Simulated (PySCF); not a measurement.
A structure optimised at PBE0-D3(BJ)/def2-SVP (Å):
```
atom  x, y, z in Å
C1    -1.6380    0.3176    1.5309
C2    -1.1081    0.2051    0.3061
C3    -1.7734    0.8826   -0.8604
C4     0.1648   -0.5902    0.0169
C5    -0.1695   -1.7497   -0.9350
C6     0.7709   -1.1901    1.2861
C7     1.2087    0.3163   -0.6753
C8     1.6116    1.5616    0.0974
H9    -2.5567    0.8902    1.6871
H10   -1.1941   -0.1453    2.4136
H11   -2.0379    0.1672   -1.6553
H12   -1.1151    1.6371   -1.3214
H13   -2.6948    1.3911   -0.5451
H14   -0.5469   -1.3934   -1.9051
H15   -0.9301   -2.4126   -0.4943
H16    0.7329   -2.3495   -1.1342
H17    1.0238   -0.4224    2.0317
H18    1.6945   -1.7357    1.0370
H19    0.0796   -1.9036    1.7597
H20    2.1017   -0.3004   -0.8800
H21    0.8221    0.6096   -1.6661
H22    2.0903    1.3127    1.0568
H23    2.3286    2.1664   -0.4784
H24    0.7400    2.1961    0.3231
```

Charge 0, singlet.

Problem. Read off the bonds between heavy atoms and their formal orders.

Solution. C1–C2 1.34 Å (double); C2–C3 1.50 Å (single); C2–C4 1.53 Å (single); C4–C5 1.54 Å (single); C4–C6 1.53 Å (single); C4–C7 1.55 Å (single); C7–C8 1.52 Å (single). Bonds to hydrogen (Å): C1–H9 1.09; C1–H10 1.09; C3–H11 1.10; C3–H12 1.10; C3–H13 1.10; C5–H14 1.10; C5–H15 1.10; C5–H16 1.10; C6–H17 1.10; C6–H18 1.10; C6–H19 1.10; C7–H20 1.10; C7–H21 1.10; C8–H22 1.10; C8–H23 1.10; C8–H24 1.10.

Problem. Which species is it?

Solution. `C=C(C)C(C)(C)CC`, C8H16, 2,3,3-trimethyl-1-pentene.

Problem. Name the point group.

Solution. C1 (no symmetry element, even within 0.4 Å).

Problem. Describe the place of each heavy atom.

Solution. C1: terminal =CH2 carbon; C2: fully substituted alkene carbon; C3: allylic carbon; C4: allylic carbon; C5/C6: methyl carbon; C7: chain CH2 carbon; C8: methyl carbon.

Problem. What is the arrangement about C3?

Solution. It has 4 neighbours (C2, H11, H12, H13) and is tetrahedral (angles from 106.6° to 111.9°).

Problem. What is the arrangement about C8?

Solution. It has 4 neighbours (C7, H22, H23, H24) and is tetrahedral (angles from 107.2° to 111.9°).

The numbers are calculated, not measured.
